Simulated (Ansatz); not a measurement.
Coupled-cluster diagnostics for AsMe2H (C₂H₇As), Ansatz.

Geometry of the singlet (PBE-D4/def2-SVP):

```
atom   x (Å)   y (Å)   z (Å)
 As1  -1.151   0.288   0.054
  C2   0.338   0.609   1.335
  H3   0.881   1.524   1.025
  H4   1.049  -0.239   1.375
  H5  -0.082   0.783   2.345
  C6  -0.039  -0.377  -1.458
  H7  -0.700  -0.830  -2.222
  H8   0.710  -1.124  -1.131
  H9   0.483   0.485  -1.919
 H10  -1.487  -1.120   0.596
```

Correlated methods freeze 11 core orbitals; core or outer-core shells of As are correlated, in sets that lack core-valence functions.

Q: Estimate the CCSD(T) correlation energy, the shares of MP2 and (T), T1 and the reference's ⟨S²⟩ for: charge 0, singlet, own geometry in def2-TZVPP; and the rough time on 2 threads of AMD EPYC 7R13 on a shared host and a share (18 GiB) of an NVIDIA H100 80GB HBM3.

A: 
```tsv
state	basis	correlation (eV)	MP2 share (%)	(T) share (%)	T1	⟨S²⟩ (pure)	wall time
charge 0, singlet, own geometry	def2-TZVPP	-19.078	91.3	3.7	0.010	0.00 (0.00)	2.1 s
```
Customary marks for T1 are 0.02 (closed shells), 0.045 (open shells) and about 0.05 (3d metals). T1 stays under 0.02 throughout.
